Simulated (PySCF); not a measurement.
C2H9ClOSi2, SMILES CCO[SiH2][SiH2]Cl.

The structure is a stationary point at B3LYP-D3(BJ)/def2-SVP. This is a generated structure with no PubChem entry under its InChIKey; it may be hypothetical. Other conformers were not sampled.

Method: PySCF 2.14.0 with B3LYP-D3(BJ)/def2-SVP.

Frequencies are harmonic and unscaled.

Computed vibrational spectrum:
```tsv
mode	ν (cm⁻¹)	IR (km/mol)	moving atoms (share of kinetic energy)
1	27	0.0	Cl 25 %, C 24 %, Si 24 %, H 18 %, O 9 %
2	51	1.0	Si 37 %, Cl 24 %, C 21 %, H 14 %
3	56	0.2	H 46 %, C 29 %, Si 23 %
4	72	3.9	O 55 %, H 25 %, Si 14 %
5	130	1.7	Cl 35 %, Si 30 %, C 13 %, O 11 %, H 10 %
6	205	2.8	O 38 %, C 26 %, H 14 %, Si 14 %
7	267	0.2	H 88 %
8	371	24.4	H 95 %
9	372	0.8	C 43 %, H 28 %, Si 25 %
10	463	1.2	Si 81 %, H 13 %
11	531	76.8	Si 53 %, Cl 42 %
12	594	0.1	H 75 %, Si 23 %
13	694	12.5	H 95 %
14	721	23.8	H 91 %
15	758	83.3	O 32 %, H 26 %, Si 23 %, C 19 %
16	790	490.2	H 85 %, Si 9 %
17	816	0.0	H 92 %
18	888	50.3	H 83 %, Si 14 %
19	948	69.2	H 89 %
20	967	46.5	H 90 %
21	976	138.3	H 47 %, C 25 %, O 17 %, Si 11 %
22	1112	37.6	C 52 %, H 39 %, O 8 %
23	1141	355.3	O 43 %, C 40 %, H 15 %
24	1171	5.4	H 61 %, C 36 %
25	1303	1.0	H 92 %
26	1382	3.2	H 80 %, C 19 %
27	1422	52.1	H 72 %, C 27 %
28	1454	6.4	H 97 %
29	1474	1.5	H 95 %
30	1499	4.8	H 92 %
31	2191	101.7	H 96 %
32	2191	99.6	H 98 %
33	2223	70.5	H 98 %
34	2232	123.1	H 96 %
35	2981	52.3	H 95 %
36	3021	37.4	H 90 %, C 10 %
37	3036	14.9	H 97 %
38	3124	20.9	H 91 %, C 9 %
39	3128	21.1	H 90 %, C 10 %
```
